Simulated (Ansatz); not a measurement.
Geometry optimisation, RKS B3LYP/def2-SVPD (Ansatz 0.2.0).

The input (input.yaml):

```yaml
crystal:
  periodic: [false, false, false]
  atoms:
    - { symbol: C, position_ang: [-0.1078, 0.0069, 1.9218] }
    - { symbol: C, position_ang: [0.0016, 0.1736, 0.7213] }
    - { symbol: B, position_ang: [0.178, 0.3365, -0.8038] }
    - { symbol: O, position_ang: [-0.5926, -0.3532, -1.7283] }
    - { symbol: H, position_ang: [-0.296, -0.0649, 2.9354] }
    - { symbol: H, position_ang: [-0.37693, 1.12891, 0.35772] }
    - { symbol: H, position_ang: [-0.1862, -1.2252, -1.8932] }
basis:
  gaussian: { orbitals: def2-SVPD }
hamiltonian:
  xc: b3lyp
relax:
  f_tol: 0.02
  max_steps: 50
```

Launched with:

```bash
$ ansatz run input.yaml --threads 2 --pin off --max-ram 3072MiB --backend cpu --events-out ev --progress --plain --runs-dir out
```

Task: Where does it end, and by what steps?

Result: It converged. After 11 steps the energy has fallen by 5.804 eV; H6 moved furthest, 1.36 Å. Parted: C2–H6 (1.09 → 2.39 Å). Joined: B3–H6 (1.51 → 1.20 Å).

```csv
step,energy less start (eV),largest force component (eV/Å),accepted
0,0.0000,5.186,yes
1,-1.2901,3.188,yes
2,-2.6439,5.169,yes
3,-3.9600,4.424,yes
4,-4.9099,2.649,yes
5,-5.4085,1.521,yes
6,-5.6386,0.554,yes
7,-5.7618,0.620,yes
8,-5.7997,0.287,yes
9,-5.8037,0.083,yes
10,-5.8043,0.035,yes
11,-5.8043,0.015,yes
```

```xyz
7
Properties=species:S:1:pos:R:3
C -0.100 -0.267 2.028
C -0.176 0.097 0.868
B -0.273 0.569 -0.590
O -0.252 -0.309 -1.622
H -0.034 -0.586 3.051
H -0.372 1.733 -0.866
H -0.172 -1.234 -1.358
```

Whether the end is a true minimum wasn't checked by a vibrational analysis.

Run time: 19 s on 2 threads of Intel(R) Xeon(R) Platinum 8488C (Sapphire Rapids) (shared host), peak memory 0.19 GiB.
